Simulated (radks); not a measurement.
Results of a calculation; reference values are marked as such.
All-electron atom: Cd3+ in [Kr] 4d8.5 5p0.5 (fractional occupations, a model configuration).

Level of theory: scalar-relativistic Kohn-Sham, BLYP, spin-polarised, spherical densities, point nucleus; open shells are filled with parallel spins first (spin-orbit coupling, left out, can overturn this in heavy ions) (a radial shooting solver on a logarithmic mesh with Libxc functionals).

Energy parts (eV):
total: -152179.602
kinetic: 158367.817
electron-nucleus: -366181.540
Hartree: 59815.126
exchange-correlation: -4181.004

Orbitals (lengths in bohr, moments of r in powers of bohr; r(max) is where P^2 peaks):
| orbital | occ. | eigenvalue (eV) | <r^2> | r(max) | <r^4> | <1/r> |
|---|---|---|---|---|---|---|
| 1s up | 1 | -26570.14 | 0.001250 | 0.01968 | 4.063e-06 | 50.64 |
| 1s down | 1 | -26570.12 | 0.001250 | 0.01968 | 4.063e-06 | 50.64 |
| 2s up | 1 | -3978.967 | 0.02043 | 0.1112 | 0.0007171 | 11.52 |
| 2s down | 1 | -3978.622 | 0.02043 | 0.1112 | 0.0007171 | 11.52 |
| 2p up | 3 | -3574.693 | 0.01611 | 0.08897 | 0.0005146 | 11.11 |
| 2p down | 3 | -3574.422 | 0.01610 | 0.08897 | 0.0005145 | 11.11 |
| 3s up | 1 | -773.7447 | 0.1469 | 0.3239 | 0.03303 | 4.062 |
| 3s down | 1 | -773.5611 | 0.1469 | 0.3239 | 0.03300 | 4.062 |
| 3p up | 3 | -641.1911 | 0.1481 | 0.3171 | 0.03520 | 3.869 |
| 3p down | 3 | -640.9819 | 0.1480 | 0.3171 | 0.03516 | 3.869 |
| 3d up | 5 | -433.7205 | 0.1333 | 0.2656 | 0.03312 | 3.643 |
| 3d down | 5 | -433.4049 | 0.1332 | 0.2657 | 0.03306 | 3.643 |
| 4s up | 1 | -145.3549 | 0.8631 | 0.7937 | 1.111 | 1.583 |
| 4s down | 1 | -144.0503 | 0.8624 | 0.7931 | 1.110 | 1.585 |
| 4p up | 3 | -106.0506 | 1.027 | 0.8421 | 1.636 | 1.433 |
| 4p down | 3 | -104.7217 | 1.027 | 0.8415 | 1.638 | 1.434 |
| 4d up | 5 | -49.1993 | 1.645 | 0.9619 | 4.818 | 1.125 |
| 4d down | 3.5 | -47.9037 | 1.657 | 0.9618 | 4.922 | 1.123 |
| 5p up | 0.5 | -25.9293 | 7.617 | 2.333 | 85.11 | 0.4914 |
| 5p down | 0 | -25.2990 | 7.787 | 2.356 | 88.99 | 0.4850 |

The highest occupied level is 5p up at -25.929 eV. The density falls to 0.001 e/bohr^3 at r = 3.43 bohr.
